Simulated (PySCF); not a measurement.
A structure optimised at PBE-D3(BJ)/def2-SVP, used in a PySCF frequency run:

```
O
C 1 1.4297
H 2 1.1098 1 106.20
H 2 1.1128 3 107.95 1 -121.26
H 2 1.1128 3 107.95 4 -117.49
Sn 1 1.9828 2 117.95 3 -180.00
F 6 1.9318 1 109.29 2 -180.00
F 6 1.9407 7 108.40 1 122.51
F 6 1.9407 7 108.40 8 114.98
```
Charge 0, spin multiplicity 1.

### Question
Write its SMILES, formula and point group.

### Answer
C[O][Sn]([F])([F])[F], CH3F3OSn, Cs

### Question
What are its rotational constants (standard atomic weights)?

### Answer
2.6522, 1.6190, 1.5985 GHz
